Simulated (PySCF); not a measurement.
Be(I)2, SMILES [I][Be][I] (BeI2), singlet, B3LYP/def2-SVP optimised geometry.

```
3

Be     0.00     0.00     0.00
I      2.18     0.00     0.00
I     -2.18     0.00     0.00
```

Density from B3LYP/def2-TZVP, def2 effective core potentials past Kr (PySCF 2.14.0) at that geometry. The core electrons that the potentials of I replace are not part of the density.

Minimum of the electron density along straight lines between bonded atoms, close to the bond critical point (lines longer than 1.1 times the sum of covalent radii, or with two minima, are not listed):

| bond | length / Å | ρ at the minimum / e bohr⁻³ | ∇²ρ there / e bohr⁻⁵ | position (fraction from the first atom) |
|---|---|---|---|---|
| Be1–I2 | 2.177 | 0.068 | 0.13 | 0.29 |
| Be1–I3 | 2.177 | 0.068 | 0.13 | 0.29 |
